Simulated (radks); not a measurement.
Values are calculated unless marked as measured or tabulated.
Species: Lu III. Configuration: [Xe] 4f14 6s1 (the NIST ground configuration). Level of theory: scalar-relativistic Kohn-Sham, BLYP, spin-polarised, spherical densities, finite nucleus; open shells are filled with parallel spins first (spin-orbit coupling, left out, can overturn this in heavy ions); Fermi nuclear charge, rms radius 5.37 fm (a radial shooting solver on a logarithmic mesh with Libxc functionals).

Normalised radial functions P(r) = r R(r), r in bohr:

r,5p down,6s up
0.001111,0.0016,0.0219
0.001494,0.0027,0.0274
0.002025,0.0045,0.0340
0.002745,0.0075,0.0415
0.00372,0.0124,0.0495
0.005041,0.0204,0.0570
0.006778,0.0328,0.0623
0.009186,0.0524,0.0631
0.01245,0.0813,0.0556
0.01687,0.1209,0.0358
0.02268,0.1674,0.0027
0.03074,0.2131,-0.0425
0.04167,0.2328,-0.0851
0.05647,0.1899,-0.0988
0.07653,0.0534,-0.0557
0.1029,-0.1503,0.0400
0.1394,-0.3176,0.1323
0.189,-0.2633,0.1148
0.2561,0.0735,-0.0451
0.3444,0.4339,-0.1970
0.4667,0.4251,-0.1380
0.6325,-0.0784,0.1324
0.8572,-0.6994,0.3346
1.162,-0.9816,0.2195
1.562,-0.8255,-0.1605
2.117,-0.4589,-0.5506
2.869,-0.1655,-0.6721
3.888,-0.0349,-0.4799
5.227,-0.0039,-0.2058
7.085,-0.0002,-0.0462
9.601,0.0000,-0.0046

5p down: eigenvalue -48.496 eV, 3 radial nodes at r = 0.0832, 0.243, 0.609 bohr, <r> = 1.38 bohr, 90 % of the charge inside 2.03 bohr. 6s up: eigenvalue -18.025 eV, 5 radial nodes at r = 0.0231, 0.0920, 0.239, 0.552, 1.40 bohr, <r> = 3.04 bohr, 90 % of the charge inside 4.35 bohr.
